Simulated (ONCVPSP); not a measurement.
**aluminium (Al): variants of one ONCV potential**

Base potential:

| Item | Value |
| --- | --- |
| Element | aluminium (Al) |
| Generator | ONCVPSP 4.0.1 |
| Type | optimised norm-conserving Vanderbilt (ONCV) |
| Functional | PBEsol |
| Relativity | scalar-relativistic |
| Frozen core | [Ne] |
| Valence charge | 3 |
| Reference configuration | 3s2 3p1 |
| Partial waves | 3s: rc 1.65 bohr, ncon 3, nbas 7, qcut 3.1 1/bohr, 2 projectors, debl 2.2 Ha; 3p: rc 2.45 bohr, ncon 4, nbas 7, qcut 3.2 1/bohr, 2 projectors, debl 0.4 Ha; d scattering state at 0.14 Ha: rc 2.45 bohr, ncon 3, nbas 7, qcut 4.3 1/bohr, 3 projectors, debl 0.5 Ha |
| Local potential | polynomial inside 1.30 bohr (lpopt 5, dvloc0 1 Ha) |
| Core correction | Teter function, fcfact 5.75, rcfact 1.05 |

All-electron outer shells of the reference configuration (PBEsol, scalar-relativistic, ld1.x):

```
shell  level (eV)  outermost node (bohr)  outermost maximum (bohr)
   2s     -107.85                   0.16                      0.50
   2p      -69.54                      –                      0.43
   3s       -7.71                   0.80                      2.09
   3p       -2.69                   0.82                      2.64
```

Cutoffs, loose and tight: the cutoffs (Ha) at which the residual kinetic energy of the hardest occupied pseudo-wave falls to 1 and 0.1 mHa per electron. They do not see the model core or the augmentation charge, which bear on the density cutoff. Test errors are all-electron minus pseudo excitation energies from the reference, over the configurations 3s2 3p0; 3s1 3p0; 3s2 3p0.5; 3s0 3p3. A dash means not determined; rows that change the core or the reference have their own tests.

For the base: The cutoffs count occupied waves only; projector 2 of the s channel, the hardest unoccupied one, needs 28 Ha at the loose tolerance.

A true bound ghost makes a file unfit for plane-wave use even where its test errors are small: the radial tests pick states by their node count and pass the ghost by.

```csv
change,outcome,"cutoff, loose","cutoff, tight",bound ghosts,GHOST(+) flags above zero,largest test error (meV)
base,generated,5.7 Ha,24 Ha,none,"s, d",+2.8
"all radii but the core radius scaled by about 0.80 (s 1.32, p 1.96, d 1.96 bohr); local potential polynomial inside 1.04 bohr (lpopt 5, dvloc0 1 Ha)",generated,77 Ha,97 Ha,"s, d",none,-8.0
"all radii but the core radius scaled by about 1.22 (s 2.02, p 3.00, d 3.00 bohr); local potential polynomial inside 1.58 bohr (lpopt 5, dvloc0 1 Ha)",generated,5.0 Ha,28 Ha,none,s,-5.0
"all radii but the core radius scaled by about 1.32 (s 2.18, p 3.24, d 3.24 bohr); local potential polynomial inside 1.72 bohr (lpopt 5, dvloc0 1 Ha)",generated,4.3 Ha,18 Ha,none,none,-14
```

(1) What comes out with this change to the base: all radii but the core radius scaled by about 1.07 (s 1.78, p 2.62, d 2.62 bohr); local potential polynomial inside 1.40 bohr (lpopt 5, dvloc0 1 Ha)?

(2) What comes out with this change to the base: all radii but the core radius scaled by about 0.90 (s 1.48, p 2.20, d 2.20 bohr); local potential polynomial inside 1.18 bohr (lpopt 5, dvloc0 1 Ha)?

Results:

(1) outcome: generated; cutoff, loose: 5.7 Ha; cutoff, tight: 34 Ha; bound ghosts: d; GHOST(+) flags above zero: s, d; largest test error (meV): -2.4.

(2) outcome: generated; cutoff, loose: 5.7 Ha; cutoff, tight: 25 Ha; bound ghosts: none; GHOST(+) flags above zero: s, d; largest test error (meV): -2.1.

Reading the sweep of the scale of all radii but the core radius (base = 1) (base included, trends over the rows without a ghost): The loose cutoff falls from 5.7 Ha at 0.9 to 4.3 Ha at 1.32. A larger radius leaves more room for a smooth pseudo-wave, so fewer plane waves are needed; a smaller one forces it to follow the all-electron wave where it bends sharply. The median size of the test errors (rows with all tests solved) rises from 1.2 meV at 0.9 to 6.3 meV at 1.32. More of the atom is replaced by a form fitted at one configuration, so other configurations suffer as the radius grows. Bound ghosts are found at 0.8, 1.07.
